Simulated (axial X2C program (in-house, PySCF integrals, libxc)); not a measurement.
# PmTe: a free-ion multiplet in an axial field

Computed with an axial X2C code built on PySCF integrals: two-component X2C with atomic mean-field Coulomb and Gaunt terms, basis Pm dyall-v3z, Te dyall-v3z (cores contracted in-house). Orbitals come from Hartree–Fock averaged over the configuration Pm f5 s0; CI then distributes these electrons over the f, s shells of Pm.

R = 2.859 Å.

(1) Which level do Hund's rules give for f5, how many Ω levels does it split into, and what is its Landé factor?

The computed levels compare thus:

```csv
Ω,energy (cm⁻¹),g∥ computed,2gJΩ
1/2,0,0.57,0.29
3/2,82,1.45,0.86
5/2,225,2.04,1.43
```

The 3 lowest levels are just these Ω; they span 225 cm⁻¹, the lowest has Ω = 1/2, and the next level lies at 817 cm⁻¹. Departures of g∥ from 2gJΩ come from intermediate coupling and from mixing with the higher-lying level J + 1 of the term. The computed g∥ is the magnitude of 2⟨Lz + ge Sz⟩.

There is no dynamic correlation: spin–orbit spacings and, for f shells, spacings inside one term are the most reliable numbers, splittings between terms come out too wide, and energies between configurations are not reliable, so the lowest level need not be the ground state of the molecule. At most 4 roots were kept for each Ω > 0 (twice that for Ω = 0) within 2.2 eV of the lowest, so higher up levels can be missing between those listed; levels with Ω > 0 are doubly degenerate and listed once, Ω = 0 levels singly. States that fill the shells left empty in the average are placed too high.

## Answers

(1) S = 5/2, L = 5, J = 5/2 (6H5/2). It gives Ω = 1/2 to 5/2, 3 levels. gJ = 3/2 + [S(S+1) − L(L+1)]/[2J(J+1)] = 0.286, so g∥ = 2gJΩ.
